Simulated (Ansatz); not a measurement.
Program: Ansatz. Geometries: PBE0-D4/def2-TZVP. ΔE: electronic, gas phase. CCSD(T)/CBS adds triple-zeta CCSD(T) − MP2 to the extrapolated MP2 energy (def2 sets, frozen cores). This one scheme is used for every species. Functionals use def2-TZVPP. B3LYP here is the variant with VWN-RPA as its local correlation; programs differ in this. Open shells (•) are unrestricted, without spin–orbit coupling. For Ge outer-core shells are correlated without core-valence functions, which leaves a few kJ/mol of doubt a bond. Scalar relativity is left out up to krypton. One conformer a species, not always the lowest.

Reaction (hydrogen abstraction from a Ge–H bond): `[SH][GeH]([SH])[SH]` + `[OH]`• → `[SH][Ge]([SH])[SH]`• + H₂O

(1) Is it downhill or uphill in electronic energy at CCSD(T)/CBS, and by how much? (Best estimate.)

(2) What do these levels give: PBE-D4, PBE0-D4, B3LYP-D4, ωB97X-V, PBE, PBE0, B3LYP, HF/def2-TZVPP, MP2/def2-TZVPP, HF/def2-QZVPP, SCS-MP2/def2-QZVPP, MP2/CBS(def2)? (Best estimate.)

Largest T1 diagnostic among the species: 0.015.

Answers

(1) Ansatz gave: Downhill: ΔE = -1.84 eV.

(2) Ansatz gave: PBE-D4 -2.14, PBE0-D4 -1.87, B3LYP-D4 -1.92, ωB97X-V -1.70, PBE -2.16, PBE0 -1.88, B3LYP -1.94, HF/def2-TZVPP -0.93, MP2/def2-TZVPP -1.94, HF/def2-QZVPP -0.94, SCS-MP2/def2-QZVPP -1.85, MP2/CBS(def2) -2.06 eV.

From PBE to PBE0 (25 % exact exchange), in def2-TZVPP and without D4, ΔE moves by +0.27 eV. In def2-TZVPP, CCSD(T) changes the Hartree–Fock value by −0.80 eV (the triples alone add −0.09 eV) and MP2 by −1.01 eV.
